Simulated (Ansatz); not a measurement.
`N#[C][GeH][Cl]` radical at its PBE0-D4/def2-TZVP geometry, where that method's forces vanish. Total charge 0; spin multiplicity 2.

```xyz
5

N     0.6128    2.1019    0.8217
C     0.4237    1.0315    0.4357
Ge    0.2681   -0.8004   -0.1207
Cl   -1.6560   -1.4736    0.5219
H     0.3514   -0.8594   -1.6586
```

Task: What forces (eV/Å) does ωB97M-V/def2-TZVPP give on these atoms in Ansatz 0.2.0? (Best estimate.)

Result: Ansatz gave: 
```
N1  -0.051 -0.281 -0.105
C2   0.046  0.391  0.132
Ge3  0.053 -0.133 -0.144
Cl4 -0.030  0.004  0.004
H5  -0.018  0.019  0.113
```
